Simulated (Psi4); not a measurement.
Conformational energy of SMILES [SiH2](F)[SiH2]F (H4F2Si2). Scanned: dihedral F1–Si2–Si3–F4; all other coordinates were relaxed at GFN2-xTB. GFN2-xTB can order the conformers of Si and Ge chains otherwise than DFT does. Points at φ and −φ are mirror images. Heavy atoms are numbered in the order of the SMILES F[SiH2][SiH2]F, hydrogens after them in the order of the atoms that carry them; the mirror image has the same energies with the sign of each dihedral reversed.

Levels of theory: PBE/def2-TZVP // GFN2-xTB (Psi4); PBE-D3(BJ)/def2-TZVP // GFN2-xTB (Psi4); B3LYP-D3(BJ)/def2-TZVP // GFN2-xTB (Psi4); MP2/cc-pVTZ = DF-MP2 (frozen core)/cc-pVTZ // GFN2-xTB (Psi4 1.11).

Energies relative to the lowest point of each profile, in kcal/mol; the last columns give the difference from MP2:

```csv
φ / °,PBE/def2-TZVP,PBE-D3(BJ)/def2-TZVP,B3LYP-D3(BJ)/def2-TZVP,MP2/cc-pVTZ,PBE/def2-TZVP − MP2/cc-pVTZ,PBE-D3(BJ)/def2-TZVP − MP2/cc-pVTZ,B3LYP-D3(BJ)/def2-TZVP − MP2/cc-pVTZ
-160,0.43,0.43,0.31,0.39,0.04,0.04,-0.08
-140,0.74,0.74,0.63,0.71,0.03,0.03,-0.08
-120,0.82,0.82,0.74,0.80,0.02,0.02,-0.06
-100,0.46,0.45,0.41,0.49,-0.03,-0.03,-0.08
-80,0.02,0.02,0.01,0.07,-0.05,-0.05,-0.06
-60,0.00,0.00,0.00,0.00,0.00,0.00,0.00
-40,0.46,0.46,0.45,0.42,0.04,0.04,0.03
-20,1.13,1.12,1.09,1.03,0.09,0.09,0.06
0,1.47,1.47,1.41,1.32,0.15,0.14,0.09
20,1.13,1.12,1.09,1.03,0.09,0.09,0.06
40,0.46,0.46,0.45,0.42,0.04,0.04,0.03
60,0.00,0.00,0.00,0.00,0.00,0.00,0.00
80,0.02,0.02,0.01,0.07,-0.05,-0.05,-0.06
100,0.46,0.45,0.41,0.49,-0.03,-0.03,-0.08
120,0.82,0.82,0.74,0.80,0.02,0.02,-0.06
140,0.74,0.74,0.63,0.71,0.03,0.03,-0.08
160,0.43,0.43,0.31,0.39,0.04,0.04,-0.08
180,0.28,0.28,0.16,0.23,0.05,0.05,-0.07
```

PBE/def2-TZVP is furthest from MP2/cc-pVTZ at 0 (0.15 kcal/mol, above); its mean absolute difference over the points is 0.04 kcal/mol.

PBE-D3(BJ)/def2-TZVP is furthest from MP2/cc-pVTZ at 0 (0.14 kcal/mol, above); its mean absolute difference over the points is 0.04 kcal/mol.

B3LYP-D3(BJ)/def2-TZVP is furthest from MP2/cc-pVTZ at 0 (0.09 kcal/mol, above); its mean absolute difference over the points is 0.06 kcal/mol.
